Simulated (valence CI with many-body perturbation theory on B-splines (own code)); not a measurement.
**V¹⁰⁺: calculated level list**

Computed by relativistic CI+MBPT: three valence electrons over a frozen Dirac-Fock core [Ne], radial functions for each j: 11 s, 11 p, 9 d, 7 f, 5 g, 2 h, 1 i, with the one-electron correlation potential Σ1, the two-electron term Σ2, the three-electron term Σ3, Breit, model QED; selected CI, second order for the rest, scaled by the run's own slope (own B-spline code, finite nucleus).

No measured spectrum was set against this ion. As an estimate, levels of excited configurations hold to 0.05 to 0.15 % of their energy, terms of the ground configuration to about 0.5 %.

Levels 1 to 45 of 66, with energies above the lowest level, 3s²3p ²P°_1/2. "Leading %" is the weight of the configuration and term that name the level; weights of strongly mixed levels are sums over their largest components and can fall short. In the jj column 3d3/2^4 stands for four electrons in 3d with j = 3/2.

| No. | Configuration | Term | J | E (cm⁻¹) | Leading % | Leading jj | g | Second component |
| --- | --- | --- | --- | --- | --- | --- | --- | --- |
| 1 | 3s²3p | ²P° | 1/2 | 0 | 97 | 3s^2 3p1/2 (97 %) | 0.665 |  |
| 2 | 3s²3p | ²P° | 3/2 | 9705 | 97 | 3s^2 3p3/2 (97 %) | 1.333 |  |
| 3 | 3s3p² | ⁴P | 1/2 | 176060 | 99 | 3s 3p1/2^2 (50 %) | 2.666 |  |
| 4 | 3s3p² | ⁴P | 3/2 | 179790 | 99 | 3s 3p1/2 3p3/2 (90 %) | 1.733 |  |
| 5 | 3s3p² | ⁴P | 5/2 | 184950 | 98 | 3s 3p3/2^2 (58 %) | 1.597 |  |
| 6 | 3s3p² | ²D | 3/2 | 233000 | 87 | 3s 3p1/2 3p3/2 (61 %) | 0.801 | 11 % 3s²3d ²D |
| 7 | 3s3p² | ²D | 5/2 | 233800 | 86 | 3s 3p1/2 3p3/2 (50 %) | 1.203 | 11 % 3s²3d ²D |
| 8 | 3s3p² | ²S | 1/2 | 289120 | 89 | 3s 3p3/2^2 (49 %) | 1.883 | 9 % 3s3p² ²P |
| 9 | 3s3p² | ²P | 1/2 | 307050 | 87 | 3s 3p1/2 3p3/2 (58 %) | 0.787 | 9 % 3s3p² ²S |
| 10 | 3s3p² | ²P | 3/2 | 312160 | 96 | 3s 3p3/2^2 (58 %) | 1.332 |  |
| 11 | 3s²3d | ²D | 3/2 | 376860 | 85 | 3s^2 3d3/2 (85 %) | 0.799 | 11 % 3s3p² ²D |
| 12 | 3s²3d | ²D | 5/2 | 377650 | 86 | 3s^2 3d5/2 (86 %) | 1.200 | 11 % 3s3p² ²D |
| 13 | 3p³ | ²D° | 3/2 | 453050 | 67 | 3p1/2^2 3p3/2 (30 %) | 0.814 | 29 % 3s3p3d ²D° |
| 14 | 3p³ | ²D° | 5/2 | 454440 | 69 | 3p1/2 3p3/2^2 (69 %) | 1.200 | 30 % 3s3p3d ²D° |
| 15 | 3p³ | ⁴S° | 3/2 | 463830 | 97 | 3p1/2 3p3/2^2 (61 %) | 1.982 |  |
| 16 | 3p³ | ²P° | 1/2 | 505910 | 79 | 3p1/2 3p3/2^2 (79 %) | 0.665 | 18 % 3s3p3d ²P° |
| 17 | 3p³ | ²P° | 3/2 | 506850 | 73 | 3p3/2^3 (50 %) | 1.305 | 18 % 3s3p3d ²P° |
| 18 | 3s3p3d | ⁴F° | 3/2 | 507940 | 96 | 3s 3p1/2 3d3/2 (77 %) | 0.433 |  |
| 19 | 3s3p3d | ⁴F° | 5/2 | 509950 | 99 | 3s 3p1/2 3d3/2 (37 %) | 1.029 |  |
| 20 | 3s3p3d | ⁴F° | 7/2 | 512920 | 99 | 3s 3p1/2 3d5/2 (39 %) | 1.239 |  |
| 21 | 3s3p3d | ⁴F° | 9/2 | 516980 | 100 | 3s 3p3/2 3d5/2 (100 %) | 1.333 |  |
| 22 | 3s3p3d | ⁴P° | 5/2 | 547860 | 74 | 3s 3p1/2 3d5/2 (83 %) | 1.537 | 23 % 3s3p3d ⁴D° |
| 23 | 3s3p3d | ⁴P° | 3/2 | 549520 | 50 | 3s 3p1/2 3d3/2 (40 %) | 1.468 | 48 % 3s3p3d ⁴D° |
| 24 | 3s3p3d | ⁴D° | 1/2 | 550800 | 78 | 3s 3p1/2 3d3/2 (58 %) | 0.576 | 22 % 3s3p3d ⁴P° |
| 25 | 3s3p3d | ⁴P° | 1/2 | 554700 | 78 | 3s 3p3/2 3d3/2 (96 %) | 2.092 | 22 % 3s3p3d ⁴D° |
| 26 | 3s3p3d | ⁴D° | 3/2 | 555290 | 51 | 3s 3p3/2 3d3/2 (83 %) | 1.458 | 48 % 3s3p3d ⁴P° |
| 27 | 3s3p3d | ⁴D° | 7/2 | 555410 | 99 | 3s 3p3/2 3d5/2 (69 %) | 1.428 |  |
| 28 | 3s3p3d | ⁴D° | 5/2 | 555610 | 76 | 3s 3p3/2 3d3/2 (55 %) | 1.422 | 23 % 3s3p3d ⁴P° |
| 29 | 3s3p3d | ²D° | 3/2 | 567440 | 80 | 3s 3p3/2 3d5/2 (34 %) | 0.805 | 17 % 3p³ ²D° |
| 30 | 3s3p3d | ²D° | 5/2 | 567610 | 78 | 3s 3p3/2 3d5/2 (52 %) | 1.210 | 16 % 3p³ ²D° |
| 31 | 3s3p3d | ²F° | 5/2 | 592980 | 98 | 3s 3p1/2 3d5/2 (45 %) | 0.859 |  |
| 32 | 3s3p3d | ²F° | 7/2 | 600690 | 98 | 3s 3p3/2 3d5/2 (64 %) | 1.143 |  |
| 33 | 3s3p3d | ²P° | 3/2 | 644140 | 81 | 3s 3p1/2 3d3/2 (34 %) | 1.319 | 15 % 3p³ ²P° |
| 34 | 3s3p3d | ²P° | 1/2 | 647800 | 86 | 3s 3p3/2 3d5/2 (70 %) | 0.665 | 13 % 3p³ ²P° |
| 35 | 3s3p3d | ²F° | 7/2 | 649870 | 97 | 3s 3p3/2 3d5/2 (39 %) | 1.143 |  |
| 36 | 3s3p3d | ²F° | 5/2 | 651650 | 97 | 3s 3p3/2 3d3/2 (64 %) | 0.857 |  |
| 37 | 3s3p3d | ²P° | 1/2 | 668560 | 90 | 3s 3p3/2 3d3/2 (62 %) | 0.665 | 4 % 3p³ ²P° |
| 38 | 3s3p3d | ²P° | 3/2 | 669370 | 80 | 3s 3p3/2 3d5/2 (61 %) | 1.259 | 10 % 3s3p3d ²D° |
| 39 | 3s3p3d | ²D° | 3/2 | 672070 | 70 | 3s 3p3/2 3d3/2 (51 %) | 0.887 | 13 % 3s3p3d ²P° |
| 40 | 3s3p3d | ²D° | 5/2 | 673110 | 84 | 3s 3p3/2 3d5/2 (54 %) | 1.199 | 13 % 3p³ ²D° |
| 41 | 3p²3d | ²F | 5/2 | 759550 | 87 | 3p1/2 3p3/2 3d3/2 (54 %) | 0.860 | 12 % 3s3d² ²F |
| 42 | 3p²3d | ²F | 7/2 | 763290 | 84 | 3p1/2 3p3/2 3d5/2 (32 %) | 1.148 | 12 % 3s3d² ²F |
| 43 | 3p²3d | ⁴F | 3/2 | 766880 | 98 | 3p1/2^2 3d3/2 (42 %) | 0.411 |  |
| 44 | 3p²3d | ⁴F | 5/2 | 769120 | 96 | 3p1/2 3p3/2 3d3/2 (54 %) | 1.035 |  |
| 45 | 3p²3d | ⁴F | 7/2 | 772170 | 96 | 3p1/2 3p3/2 3d5/2 (66 %) | 1.241 |  |

Names give the largest LS component (configuration and term), which can be under half, so a name can repeat, a term be missing and a line seem to break the LS rules; names also repeat where a configuration has a term twice.

Where two levels of one J and parity lie close, their mixing, g and order are uncertain.

The ionisation energy to 3s² ¹S0 of the next ion comes out as 255.97 eV (NIST: 254.8 ± 0.4 eV (semi-empirical), further off than twice its uncertainty). All 66 levels together are meant to be complete up to 890620 cm⁻¹.
